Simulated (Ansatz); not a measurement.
Mulliken charges of F2GeH4OSi, SMILES `[F][GeH]([F])[O][SiH3]` from B3LYP/def2-TZVPP in Ansatz (PBE0-D4/def2-TZVP geometry).

| atom | x (Å) | y (Å) | z (Å) | charge (e) |
| --- | --- | --- | --- | --- |
| F1 | 1.782 | -1.297 | -1.079 | -0.356 |
| Ge2 | 1.498 | -0.386 | 0.349 | 0.914 |
| F3 | 2.068 | 1.192 | -0.019 | -0.357 |
| O4 | -0.210 | -0.300 | 0.610 | -0.464 |
| Si5 | -1.527 | 0.302 | -0.184 | 0.432 |
| H6 | 2.242 | -0.978 | 1.531 | 0.022 |
| H7 | -1.172 | 0.663 | -1.580 | -0.055 |
| H8 | -2.577 | -0.745 | -0.182 | -0.067 |
| H9 | -2.015 | 1.503 | 0.537 | -0.068 |

Q: By hand: the dipole of these point charges (1 e Å = 4.8032 D).

A: Σ q r = (-0.142, -0.157, 0.444) e Å, of length 0.492 e Å = 2.36 D.

Q: How does the dipole of the full density compare? (Estimate.)

A: The calculation gave: (-0.091, -0.124, 0.340) e Å, 1.79 D; the point charges give 1.32 times that, at 3° from its direction.

Point charges leave out the atoms' own dipoles, such as those of lone pairs, and Mulliken's split depends on the basis, so the two needn't agree.

B3LYP here is the variant with VWN-RPA as its local correlation; programs differ in this.
